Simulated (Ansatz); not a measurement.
Molecule: OsO3 (charge 0, singlet). 
Coordinates optimised at B3LYP-D3(BJ)/def2-TZVP (Ansatz, a first-principles code):
```xyz
4

Os     0.0000     0.0000     0.0000
O      1.6952    -0.0438     0.0045
O     -0.8096     1.4898    -0.0246
O     -0.8856    -1.4460     0.0201
```

Property: vertical triplet-singlet gap (E(triplet) - E(singlet); each state is the SCF solution reached for its spin; the molecule has degenerate orbitals, so one determinant may break the symmetry; the UHF <S^2> is 2.80 for the triplet (pure: 2.00); for the triplet T1 is 0.077; for the singlet the Hartree-Fock reference is unstable and T1 is 0.031), in kcal/mol. Correlated levels leave the core frozen unless marked. UHF or UKS for open shells. Spin-orbit coupling is left out. Frozen are the shells of the preceding noble gas and the d and f shells that filled before the atom's block. In def2 rows, elements after Kr have scalar-relativistic effective core potentials. 

| level | program | vertical triplet-singlet gap (kcal/mol) |
|---|---|---|
| HF/def2-SVPD | Ansatz | -7.3 |
| HF/def2-TZVPPD | Ansatz | -2.9 |
| HF/def2-QZVPPD | Ansatz | -2.8 |
| PBE/def2-TZVPD | Ansatz | 40.4 |
| r2SCAN/def2-TZVPD | Ansatz | 35.9 |
| BHLYP/def2-TZVPD | Ansatz | 29.5 |
| CAM-B3LYP/def2-TZVPD | Ansatz | 36.9 |
| SCS-MP2/def2-SVPD | Ansatz | 107.9 |
| CCSD/def2-SVPD | Ansatz | 36.1 |
